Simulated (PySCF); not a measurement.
Compound: WN(OMe)3, C₃H₉NO₃W (singlet state).
Bonds: W1–N2, W1–O3, W1–O8, W1–O13, O3–C4, O8–C9, O13–C14. Hydrogens: H5, H6, H7 on C4; H10, H11, H12 on C9; H15, H16, H17 on C14.

Computed by this run: PBE0-D3(BJ)/def2-SVP geometry optimisation, gas phase, def2 core potentials past Kr in PySCF; density fitting, grid level 1; the optimiser is geomeTRIC in internal coordinates, started from a GFN2-xTB structure with every atom displaced at random (about 0.03 Å).

Step 1: E = -12696.9467 eV
```
atom  x, y, z in Å  |  force x, y, z in eV/Å
W1     -0.0127    0.0066   -0.2472    1.643  -1.218  -1.900
N2     -0.0552    0.0025    1.3918   -0.162   0.078   2.249
O3      1.6295   -0.8395   -0.6933    0.664  -0.233   0.430
C4      2.7927   -1.3740   -0.0039   -2.266   0.523  -0.673
H5      2.5973   -1.2890    1.0739    0.371   0.053   0.165
H6      3.6524   -0.7945   -0.3430    0.393  -0.056   0.118
H7      2.8511   -2.4342   -0.2789    0.358  -0.074  -0.029
O8     -0.0704    1.7798   -0.7340   -0.089   1.680   0.061
C9     -0.1945    2.9836   -0.0047    0.009  -0.239  -0.464
H10    -0.2522    2.7792    1.0748    0.019   0.026   0.077
H11    -1.1095    3.4980   -0.3376   -0.001   0.078   0.075
H12     0.6725    3.6264   -0.2258   -0.018   0.026   0.072
O13    -1.5425   -0.8971   -0.7744   -1.087  -0.853   0.044
C14    -2.5493   -1.6150   -0.0907    0.370   0.152  -0.206
H15    -2.4286   -1.5172    1.0004   -0.049   0.101   0.033
H16    -2.4783   -2.6838   -0.3451   -0.048  -0.019  -0.093
H17    -3.5310   -1.2323   -0.4021   -0.107  -0.026   0.039
```

Step 2: E = -12697.0931 eV
```
atom  x, y, z in Å  |  force x, y, z in eV/Å
W1      0.0013   -0.0012   -0.2741    0.310   0.061   0.704
N2     -0.0349   -0.0136    1.4116   -0.005   0.038  -1.189
O3      1.6492   -0.8536   -0.7138   -0.729   0.360   0.109
C4      2.7446   -1.3769   -0.0101   -0.268   0.329  -0.272
H5      2.5793   -1.2986    1.0757    0.110   0.022   0.093
H6      3.6439   -0.8058   -0.3113   -0.015  -0.228   0.194
H7      2.8610   -2.4338   -0.2843    0.171  -0.119   0.003
O8     -0.0660    1.8417   -0.7447    0.037  -0.513   0.238
C9     -0.1764    3.0337   -0.0116   -0.042  -0.279   0.059
H10    -0.2113    2.8220    1.0724    0.003   0.069  -0.036
H11    -1.0945    3.5614   -0.3073   -0.089   0.052  -0.007
H12     0.6797    3.6876   -0.2263    0.119   0.045  -0.030
O13    -1.5557   -0.9520   -0.7868    0.189   0.012   0.203
C14    -2.5571   -1.6564   -0.0946    0.120   0.013   0.001
H15    -2.4508   -1.5161    0.9967   -0.026  -0.016  -0.057
H16    -2.4854   -2.7367   -0.3235    0.005   0.143   0.002
H17    -3.5555   -1.3021   -0.4078    0.109   0.010  -0.014
```

**Question.** Estimate the geometry and energy of step 3. (The exact step hangs on the optimiser's Hessian estimate; all steps are aligned on step 2, rigid shifts and turns removed.)

**Answer.** E = -12697.1365 eV, largest force 0.269 eV/Å
```
atom  x, y, z in Å  |  force x, y, z in eV/Å
W1      0.0037    0.0024   -0.2930   -0.214   0.162  -0.025
N2     -0.0319   -0.0071    1.3752    0.029  -0.013  -0.023
O3      1.6277   -0.8356   -0.7332    0.019   0.006  -0.044
C4      2.7030   -1.3643   -0.0163    0.131  -0.020   0.018
H5      2.5350   -1.2952    1.0722   -0.023   0.018   0.010
H6      3.6258   -0.8144   -0.2714   -0.037  -0.035   0.018
H7      2.8464   -2.4229   -0.2866    0.005  -0.017  -0.014
O8     -0.0724    1.8328   -0.7435   -0.002  -0.061   0.073
C9     -0.1736    3.0197   -0.0066    0.022  -0.030  -0.014
H10    -0.1879    2.8153    1.0783   -0.004  -0.002  -0.010
H11    -1.0975    3.5528   -0.2840   -0.010  -0.002  -0.002
H12     0.6838    3.6722   -0.2372    0.012   0.016  -0.001
O13    -1.5401   -0.9593   -0.7881    0.080  -0.041   0.025
C14    -2.5327   -1.6558   -0.0877   -0.012   0.015  -0.025
H15    -2.4332   -1.5014    1.0011    0.000  -0.016  -0.011
H16    -2.4574   -2.7344   -0.3079   -0.010   0.028   0.017
H17    -3.5271   -1.3054   -0.4111    0.013  -0.008   0.006
```

The energy changes by -0.0434 eV. The first-order estimate −F·Δx gives -0.0854 eV and the mean of the old and new forces, exact on a quadratic surface, -0.0430 eV. The step makes an angle of 68° with the force vector and moves no atom by more than 0.045 Å.

What follows is the cost of the whole optimisation. Time: 2.6 min of wall time; peak memory 0.69 GiB. Hardware: one thread of an Arm Neoverse V1 (shared host).
